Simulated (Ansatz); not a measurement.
The cluster Mn2O2⁻, relaxed as a doublet with UKS PBE0-D4/def2-SVPD in Ansatz, starting from the GFN1-xTB geometry. Force threshold 0.02 eV/Å.

The charge -1 doublet is spin-contaminated (final ⟨S²⟩ up to 5.69, 0.75 for a pure state). The highest occupied level of the charge -1 doublet lies above zero (up to 0.21 eV). It is a level of α spin, whose loss leaves a singlet; that state wasn't run at this geometry and level. The electron is either unbound and held by the finite basis, or the level is raised by self-interaction error. The relaxation made no stability test and no search for a lower SCF solution. The structure comes from a short search, and lower isomers may exist.

Start:

```xyz
4

Mn    0.775    0.784    0.014
Mn   -0.774   -0.784   -0.014
O     0.942   -0.923   -0.396
O    -0.942    0.923    0.396
```

```
step  energy (eV)  largest force component (eV/Å)  SCF passes
   1  -66709.3195                           5.023         182
   2  -66709.9526                           3.104          46
   3  -66710.4220                           0.775          43
   4  -66710.4470                           0.291          34
   5  -66710.4510                           0.014          33
```

Force components are those of the run's own axes.

End:

```csv
atom,x (Å),y (Å),z (Å)
Mn1,0.9402,0.9520,0.0173
Mn2,-0.8346,-0.8451,-0.0154
O3,0.9307,-1.0172,-0.4145
O4,-1.0363,0.9103,0.4126
```

By distances, no bond broke or formed. The bond that changes most is Mn1–O4, from 1.76 to 2.02 Å (atoms count from 1).

No frequencies were taken in this run, so the end may be a saddle point.

Hardware: 4 threads of Arm Neoverse V2 on a shared host. Wall time 20 s.
